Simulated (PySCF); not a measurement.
Cl$_{4}$MoO, charge -1, doublet, at a GFN2-xTB geometry (such geometries of metal compounds can be far from the true shape) (the multiplicity is a formal guess) (core potentials on Mo), with bond 2-1 at 1.25 times its length; B3LYP/def2-SV(P) (PySCF).

PySCF was given this input:
```python
from pyscf import gto, scf, dft

mol = gto.M(
    atom='''
Mo    0.184811   -0.202703    0.163506
O     1.372721   -1.505621    1.214474
Cl   -1.228596   -1.449971   -1.244801
Cl    0.733209    1.993319    0.806522
Cl    1.284856    0.363019   -1.838139
Cl   -1.780244    0.180329    1.399860
''',
    basis='def2-sv(p)',
    ecp={'Mo': 'def2-sv(p)'},
    charge=-1,
    spin=1,
    verbose=4,
)

mf = dft.UKS(mol)
mf.xc = 'b3lyp'
mf.kernel()
mo_i, mo_e, stable_i, stable_e = mf.stability(internal=True, external=False, return_status=True, nroots=6, tol=1e-6)
print('internally stable:', stable_i, ' externally stable:', stable_e)
if not stable_i:
    umf = mf.copy()
    umf.scf_summary = {}
    umf.kernel(umf.make_rdm1(mo_i, mf.mo_occ))
```

Output, abridged:

```
PySCF version 2.14.0

[INPUT] verbose = 4
[INPUT] num. atoms = 6
[INPUT] num. electrons = 91
[INPUT] charge = -1
[INPUT] spin (= nelec alpha-beta = 2S) = 1
[INPUT] symmetry False subgroup None
[INPUT] Mole.unit = angstrom
[INPUT] Symbol           X                Y                Z      unit          X                Y                Z       unit  Magmom
[INPUT]  1 Mo     0.184811000000  -0.202703000000   0.163506000000 AA    0.349242174807  -0.383053154628   0.308981559723 Bohr   0.0
[INPUT]  2 O      1.372721000000  -1.505621000000   1.214474000000 AA    2.594066735439  -2.845211337394   2.295023245405 Bohr   0.0
[INPUT]  3 Cl    -1.228596000000  -1.449971000000  -1.244801000000 AA   -2.321709957736  -2.740048078562  -2.352332969585 Bohr   0.0
[INPUT]  4 Cl     0.733209000000   1.993319000000   0.806522000000 AA    1.385564202066   3.766826988892   1.524105693436 Bohr   0.0
[INPUT]  5 Cl     1.284856000000   0.363019000000  -1.838139000000 AA    2.428025949504   0.686006488013  -3.473579288882 Bohr   0.0
[INPUT]  6 Cl    -1.780244000000   0.180329000000   1.399860000000 AA   -3.364173594900   0.340772422317   2.645352012734 Bohr   0.0

nuclear repulsion = 585.789410364814
number of shells = 48
number of NR pGTOs = 218
number of NR cGTOs = 110
basis = def2-sv(p)
ecp = {'Mo': 'def2-sv(p)'}

******** <class 'pyscf.dft.uks.UKS'> ********
method = UKS
initial guess = minao
damping factor = 0
level_shift factor = 0
DIIS = <class 'pyscf.scf.diis.CDIIS'>
diis_start_cycle = 1
diis_space = 8
diis_damp = 0
SCF conv_tol = 1e-09
SCF conv_tol_grad = None
SCF max_cycles = 50
direct_scf = True
direct_scf_tol = 1e-13
number electrons alpha = 46  beta = 45
XC library pyscf.dft.libxc version 7.1.2
    S. Lehtola, C. Steigemann, M. J. T. Oliveira, and M. A. L. Marques,  SoftwareX 7, 1–5 (2018)
XC functionals = b3lyp
    P. J. Stephens, F. J. Devlin, C. F. Chabalowski, and M. J. Frisch,  J. Phys. Chem. 98, 11623 (1994)
radial grids:
    Treutler-Ahlrichs [JCP 102, 346 (1995); DOI:10.1063/1.469408] (M4) radial grids

becke partition: Becke, JCP 88, 2547 (1988); DOI:10.1063/1.454033
pruning grids: <function nwchem_prune>
grids dens level: 3
symmetrized grids: False
atomic radii adjust function: <function treutler_atomic_radii_adjust>
small_rho_cutoff = 0
Set gradient conv threshold to 3.16228e-05
tot grids = 112040
init E= -1975.95165908352

cycle= 1 E= -1983.46417021299  delta_E= -7.51  |g|= 0.957  |ddm|= 2.48
cycle= 2 E= -1973.75349393493  delta_E= 9.71  |g|= 3.22  |ddm|= 3.28
cycle= 3 E= -1983.77588211993  delta_E=  -10  |g|= 0.485  |ddm|= 3.12
cycle= 4 E= -1983.86258997077  delta_E= -0.0867  |g|= 0.304  |ddm|= 0.626
cycle= 5 E= -1983.76258119005  delta_E=  0.1  |g|= 0.55  |ddm|= 0.716
cycle= 6 E= -1983.90890947567  delta_E= -0.146  |g|= 0.0602  |ddm|= 0.442
cycle= 7 E= -1983.9101839111  delta_E= -0.00127  |g|= 0.0334  |ddm|= 0.0294
cycle= 8 E= -1983.91061916794  delta_E= -0.000435  |g|= 0.0189  |ddm|= 0.021
cycle= 9 E= -1983.91089998737  delta_E= -0.000281  |g|= 0.00472  |ddm|= 0.0305
cycle= 10 E= -1983.91099700136  delta_E= -9.7e-05  |g|= 0.00236  |ddm|= 0.0254
cycle= 11 E= -1983.91109796578  delta_E= -0.000101  |g|= 0.00162  |ddm|= 0.0522
cycle= 12 E= -1983.91110302634  delta_E= -5.06e-06  |g|= 0.00203  |ddm|= 0.0164
cycle= 13 E= -1983.91110496089  delta_E= -1.93e-06  |g|= 0.000294  |ddm|= 0.00207
cycle= 14 E= -1983.91110503921  delta_E= -7.83e-08  |g|= 0.000114  |ddm|= 0.000893
cycle= 15 E= -1983.91110505169  delta_E= -1.25e-08  |g|= 4.6e-05  |ddm|= 0.000245
cycle= 16 E= -1983.91110505563  delta_E= -3.93e-09  |g|= 2.04e-05  |ddm|= 0.000182
cycle= 17 E= -1983.91110505629  delta_E= -6.69e-10  |g|= 7.33e-06  |ddm|= 9.21e-05
Extra cycle  E= -1983.91110505574  delta_E= 5.54e-10  |g|= 3.71e-05  |ddm|= 3.51e-05
converged SCF energy = -1983.91110505574  <S^2> = 0.82558295  2S+1 = 2.0742063
uhf_internal: lowest eigs of H = [0.06669057 0.08965898 0.08966169 0.09179203 0.09238355 0.14620956]
<class 'pyscf.dft.uks.UKS'> wavefunction is stable in the internal stability analysis
internally stable: True  externally stable: None
```
